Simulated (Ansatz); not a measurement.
CH5FO2Si, SMILES CO[SiH](O)F.

Geometry optimised at PBE0-D3(BJ)/def2-SVP. The structure was generated by enumeration, and PubChem lists no compound with its InChIKey, so it may never have been made. One conformer was computed; it need not be the lowest.

Two levels are set side by side: PBE/def2-SVPD (Ansatz, a program for electronic structure) and CAM-B3LYP/def2-SVPD (Ansatz). Energy differences of separate SCF runs at the same geometry; the states with an electron removed or added have multiplicity 2 and 2. Differences are taken from unrounded values.

| quantity | CAM-B3LYP |
|---|---|
| vertical ionisation energy (eV) | 11.29 |
| vertical singlet–triplet gap (eV) | 8.07 |

Problem. What does PBE give, and how far is it from CAM-B3LYP? (The exact figures need the calculation; the answer reports its results.)

Solution. 
```tsv
quantity	PBE	PBE minus CAM-B3LYP
vertical ionisation energy (eV)	10.66	-0.63
vertical singlet–triplet gap (eV)	7.30	-0.77
```
